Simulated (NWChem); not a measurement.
The numbers come from NWChem runs, not from measurements. System: H4GeS, charge 0, spin multiplicity 1, at a geometry optimised with PBE/def2-SVP. The structure started from a generated list of species. Level: G0W0@PBE/def2-TZVP, RI basis def2-tzvp-rifit.

The NWChem input:

```
start mol
memory heap 200 mb stack 700 mb global 1700 mb
geometry units angstroms nocenter noautoz noautosym
  Ge    -0.667490     0.211956     0.106843
  S      1.423864    -0.523358    -0.267717
  H     -0.908097     1.582498    -0.580290
  H     -1.576220    -0.870274    -0.522204
  H     -0.951966     0.335545     1.627473
  H      2.014135     0.543357     0.339506
end
basis spherical
  * library def2-tzvp
end
basis "ri basis" bse spherical
  * library def2-tzvp-rifit
end
dft
  xc xpbe96 cpbe96
  iterations 100
  direct
  tolerances tight
end
task dft energy
gw
  states alpha occ 4 vir 2
end
task dft gw
```

Part of the output:

```
             Northwest Computational Chemistry Package (NWChem) 7.3.0
             --------------------------------------------------------

                                NWChem Input Module
                                -------------------

 Scaling coordinates for geometry "geometry" by  1.889725989
 (inverse scale =  0.529177249)

                             Geometry "geometry" -> ""
                             -------------------------

 Output coordinates in angstroms (scale by  1.889725989 to convert to a.u.)

  No.       Tag          Charge          X              Y              Z
 ---- ---------------- ---------- -------------- -------------- --------------
    1 Ge                  32.0000    -0.66749000     0.21195600     0.10684300
    2 S                   16.0000     1.42386400    -0.52335800    -0.26771700
    3 H                    1.0000    -0.90809700     1.58249800    -0.58029000
    4 H                    1.0000    -1.57622000    -0.87027400    -0.52220400
    5 H                    1.0000    -0.95196600     0.33554500     1.62747300
    6 H                    1.0000     2.01413500     0.54335700     0.33950600

 Effective nuclear repulsion energy (a.u.)     174.9816866482

            Nuclear Dipole moment (a.u.)
            ----------------------------
        X                 Y               Z
 ---------------- ---------------- ----------------
    -0.0000075589    -0.0000188973    -0.0000207870


 Summary of "ao basis" -> "" (spherical)
 ------------------------------------------------------------------------------
       Tag                 Description            Shells   Functions and Types
 ---------------- ------------------------------  ------  ---------------------
 *                         def2-tzvp                  on all atoms

 new library libraries.bse/

 Summary of "ri basis" -> "" (spherical)
 ------------------------------------------------------------------------------
       Tag                 Description            Shells   Functions and Types
 ---------------- ------------------------------  ------  ---------------------
 *                      def2-tzvp-rifit               on all atoms

  pbe96 is a nonlocal functional; adding pw91lda local functional.

                                 NWChem DFT Module
                                 -----------------

 Summary of "ao basis" -> "ao basis" (spherical)
 ------------------------------------------------------------------------------
       Tag                 Description            Shells   Functions and Types
 ---------------- ------------------------------  ------  ---------------------
 Ge                        def2-tzvp                16       48   6s5p4d1f
 S                         def2-tzvp                13       37   5s5p2d1f
 H                         def2-tzvp                 4        6   3s1p

 Summary of "ao basis" -> "ao basis" (spherical)
 ------------------------------------------------------------------------------
       Tag                 Description            Shells   Functions and Types
 ---------------- ------------------------------  ------  ---------------------
 Ge                        def2-tzvp                16       48   6s5p4d1f
 S                         def2-tzvp                13       37   5s5p2d1f
 H                         def2-tzvp                 4        6   3s1p

            General Information
            -------------------
          SCF calculation type: DFT
          Wavefunction type:  closed shell.
          No. of atoms     :     6
          No. of electrons :    52
           Alpha electrons :    26
            Beta electrons :    26
          Charge           :     0
          Spin multiplicity:     1
          Use of symmetry is: off; symmetry adaption is: off
          Maximum number of iterations: 100
          This is a Direct SCF calculation.
          AO basis - number of functions:   109
                     number of shells:    45
          Convergence on energy requested:  1.00D-06
          Convergence on density requested:  1.00D-05
          Convergence on gradient requested:  5.00D-04

              XC Information
              --------------
          PerdewBurkeErnzerhof Exchange Functional  1.000
            Perdew 1991 LDA Correlation Functional  1.000 local
           PerdewBurkeErnz. Correlation Functional  1.000 non-local

             Grid Information
             ----------------
          Grid used for XC integration:  medium
          Radial quadrature: Mura-Knowles
          Angular quadrature: Lebedev.
          Tag              B.-S. Rad. Rad. Pts. Rad. Cut. Ang. Pts.
          ---              ---------- --------- --------- ---------
          Ge                  1.25      112          10.0       590
          S                   1.00       88          10.0       590
          H                   0.35       45          11.0       434
          Grid pruning is: on
          Number of quadrature shells:   380
          Spatial weights used:  Erf1

          Convergence Information
          -----------------------
          Convergence aids based upon iterative change in
          total energy or number of iterations.
          Levelshifting, if invoked, occurs when the
          HOMO/LUMO gap drops below (HL_TOL):  1.00D-02
          DIIS, if invoked, will attempt to extrapolate
          using up to (NFOCK): 10 stored Fock matrices.

                    Damping( 0%)  Levelshifting(0.5)       DIIS
                  --------------- ------------------- ---------------
          dE  on:    start            ASAP                start
          dE off:    2 iters        100 iters           100 iters

      Screening Tolerance Information
      -------------------------------
          Density screening/tol_rho:  1.00D-10
          AO Gaussian exp screening on grid/accAOfunc:  14
          CD Gaussian exp screening on grid/accCDfunc:  20
          XC Gaussian exp screening on grid/accXCfunc:  20
          Schwarz screening/accCoul:  1.00D-08

      Superposition of Atomic Density Guess
      -------------------------------------

 Sum of atomic energies:       -2474.78480049

      Non-variational initial energy
      ------------------------------

 Total energy =   -2475.273902
 1-e energy   =   -3795.279353
 2-e energy   =    1145.023764
 HOMO         =      -0.308436
 LUMO         =       0.039943

   convergence    iter        energy       DeltaE   RMS-Dens  Diis-err    time
 ---------------- ----- ----------------- --------- --------- ---------  ------
 d= 0,ls=0.0,diis     1  -2477.0801461133 -2.65D+03  6.52D-03  1.13D+00     2.8
 d= 0,ls=0.0,diis     2  -2477.0885317876 -8.39D-03  6.17D-03  2.34D-01     4.5
 d= 0,ls=0.0,diis     3  -2477.0886861408 -1.54D-04  3.19D-03  2.34D-01     6.3
 d= 0,ls=0.0,diis     4  -2477.1265759422 -3.79D-02  3.87D-04  1.20D-02     8.1
 d= 0,ls=0.0,diis     5  -2477.1271128497 -5.37D-04  1.07D-04  2.25D-04     9.9
 d= 0,ls=0.0,diis     6  -2477.1271273577 -1.45D-05  4.08D-05  2.81D-05    11.7
 d= 0,ls=0.0,diis     7  -2477.1271305344 -3.18D-06  9.21D-06  1.93D-06    13.5
 d= 0,ls=0.0,diis     8  -2477.1271308088 -2.74D-07  1.96D-06  7.44D-08    15.3

         Total DFT energy =    -2477.127130808814
      One electron energy =    -3795.675530447096
           Coulomb energy =     1249.231504139308
    Exchange-Corr. energy =     -105.664791149176
 Nuclear repulsion energy =      174.981686648150

 Numeric. integr. density =       52.000036295485

     Total iterative time =     14.4s

                       DFT Final Molecular Orbital Analysis
                       ------------------------------------

 Vector   24  Occ=2.000000D+00  E=-3.121784D-01
              MO Center= -8.3D-01, -2.6D-01, -1.7D-01, r^2= 2.8D+00
   Bfn.  Coefficient  Atom+Function         Bfn.  Coefficient  Atom+Function
  ----- ------------  ---------------      ----- ------------  ---------------
    93      0.282773  4 H  s                 17     -0.222324  1 Ge py
    16     -0.206301  1 Ge px                92      0.168221  4 H  s
    63      0.164579  2 S  px                94      0.158641  4 H  s
    18     -0.128669  1 Ge pz                20     -0.128061  1 Ge py
    19     -0.121408  1 Ge px                11      0.108293  1 Ge py

 Vector   25  Occ=2.000000D+00  E=-2.916515D-01
              MO Center=  8.4D-01, -2.5D-01, -1.3D-01, r^2= 3.1D+00
   Bfn.  Coefficient  Atom+Function         Bfn.  Coefficient  Atom+Function
  ----- ------------  ---------------      ----- ------------  ---------------
    63      0.303104  2 S  px                64     -0.252866  2 S  py
    16     -0.214030  1 Ge px                66      0.187104  2 S  px
    52      0.179236  2 S  s                 53      0.167836  2 S  s
    67     -0.160675  2 S  py                17      0.139635  1 Ge py
    65     -0.136331  2 S  pz                60      0.129230  2 S  px

 Vector   26  Occ=2.000000D+00  E=-2.234526D-01
              MO Center=  1.2D+00, -3.6D-01, -1.8D-01, r^2= 2.3D+00
   Bfn.  Coefficient  Atom+Function         Bfn.  Coefficient  Atom+Function
  ----- ------------  ---------------      ----- ------------  ---------------
    65      0.435519  2 S  pz                68      0.323483  2 S  pz
    64     -0.243763  2 S  py                62      0.199208  2 S  pz
    67     -0.181071  2 S  py                56     -0.166584  2 S  pz
    61     -0.111504  2 S  py                88      0.096567  3 H  s
   100     -0.097031  5 H  s                 55      0.093241  2 S  py

 Vector   27  Occ=0.000000D+00  E=-3.916703D-02
              MO Center=  6.6D-02,  5.9D-02,  3.5D-02, r^2= 5.0D+00
   Bfn.  Coefficient  Atom+Function         Bfn.  Coefficient  Atom+Function
  ----- ------------  ---------------      ----- ------------  ---------------
     6      1.141134  1 Ge s                 66      0.663642  2 S  px
    19      0.651946  1 Ge px                53     -0.433811  2 S  s
     5      0.385688  1 Ge s                 88     -0.383600  3 H  s
   100     -0.383167  5 H  s                 63      0.292767  2 S  px
    16      0.271277  1 Ge px                94     -0.225784  4 H  s

 Vector   28  Occ=0.000000D+00  E=-2.125001D-02
              MO Center=  8.3D-01,  1.7D-01,  1.1D-01, r^2= 5.2D+00
   Bfn.  Coefficient  Atom+Function         Bfn.  Coefficient  Atom+Function
  ----- ------------  ---------------      ----- ------------  ---------------
   106      1.044328  6 H  s                 53     -0.818628  2 S  s
     6     -0.612096  1 Ge s                 19      0.540887  1 Ge px
    67     -0.517132  2 S  py                88      0.406058  3 H  s
   100      0.400822  5 H  s                 94      0.395580  4 H  s
    68     -0.293794  2 S  pz                64     -0.207297  2 S  py

 Vector   29  Occ=0.000000D+00  E= 1.067857D-02
              MO Center= -4.1D-01, -4.3D-02, -2.7D-02, r^2= 5.5D+00
   Bfn.  Coefficient  Atom+Function         Bfn.  Coefficient  Atom+Function
  ----- ------------  ---------------      ----- ------------  ---------------
    94      1.312980  4 H  s                  6     -1.165041  1 Ge s
    19      0.855633  1 Ge px               106     -0.704587  6 H  s
   100      0.431777  5 H  s                 88      0.417094  3 H  s
    20      0.368027  1 Ge py                 5     -0.289403  1 Ge s
    53      0.263503  2 S  s                 66      0.220495  2 S  px

 center of mass
 --------------
 x =  -0.09027901 y =   0.00926472 z =   0.00360703

 moments of inertia (a.u.)
 ------------------
          79.665211899980         119.783134467611          60.568757028197
         119.783134467611         401.301392452112         -22.931505075657
          60.568757028197         -22.931505075657         434.294743239400

     Multipole analysis of the density
     ---------------------------------

     L   x y z        total         alpha         beta         nuclear
     -   - - -        -----         -----         ----         -------
     0   0 0 0     -0.000000    -26.000000    -26.000000     52.000000

     1   1 0 0     -0.244828     -0.122410     -0.122410     -0.000008
     1   0 1 0      0.366145      0.183082      0.183082     -0.000019
     1   0 0 1      0.200522      0.100271      0.100271     -0.000021

     2   2 0 0    -24.154420   -110.223771   -110.223771    196.293122
     2   1 1 0      1.455428     28.833264     28.833264    -56.211101
     2   1 0 1      0.848062     14.523725     14.523725    -28.199388
     2   0 2 0    -24.861238    -29.374556    -29.374556     33.887874
     2   0 1 1      0.672763     -5.436562     -5.436562     11.545887
     2   0 0 2    -25.626750    -21.536446    -21.536446     17.446142

 Task  times  cpu:       15.3s     wall:       15.3s

                                NWChem Input Module
                                -------------------

                                 NWChem GW Module
                                 ----------------

                             ***********************
                             ***        GW       ***
                             ***********************

 Summary of "ri basis" -> "ri basis" (spherical)
 ------------------------------------------------------------------------------
       Tag                 Description            Shells   Functions and Types
 ---------------- ------------------------------  ------  ---------------------
 Ge                     def2-tzvp-rifit             37      159   10s9p8d5f4g1h
 S                      def2-tzvp-rifit             29      113   9s7p6d5f2g
 H                      def2-tzvp-rifit              7       15   4s2p1d

                 Memory Information
                 ------------------
          Available GA per process is          1699.9 MBs
          Available stack per process is        700.0 MBs
          Available heap per process is           0.0 MBs

          Peak memory in Initialization
              Peak GA per process is                  8.6 MBs
              Peak stack per process is               0.1 MBs
              Peak heap per process is                9.2 MBs
              Memory not in MA per process            0.0 MBs

          Peak memory in AFF Calculation
              Peak GA per process is                 48.6 MBs
              Peak stack per process is              35.5 MBs
              Peak heap per process is                0.0 MBs
              Memory not in MA per process           35.5 MBs

          Computing 2-center integrals
          Computing Inverse Cholesky factor
          Computing 3-center integrals
          Computing V_xc ...

          Computing Sigma_x
          Computing RPA polarizability
          Solving quasiparticle equations

                  Alpha Orbitals
          State     Energy (eV)     Error (eV)
          -----------------------------------
@GW        23        -11.833           0.002
@GW        24        -11.682           0.002
@GW        25        -10.820           0.002
@GW        26         -9.067           0.002
@GW        27          1.891           0.002
@GW        28          2.148           0.002

   Applying  -2.9869 eV scissor-shift to rest of particle states

   Applying   2.9568 eV scissor-shift to rest of hole states

     GW Timing Statistics
   ------------------------
   Init.   :          0.1s
     ERIs  :          0.7s
     Distr.:          0.0s
     Vxc   :          0.4s
   Sigma_x :          0.0s
   RPA     :          1.6s
   Wmn     :          0.0s
   Sigma_c :          0.0s
   GW total:          2.9s

 Task  times  cpu:        2.9s     wall:        2.9s

 Total times  cpu:       18.2s     wall:       18.2s
```
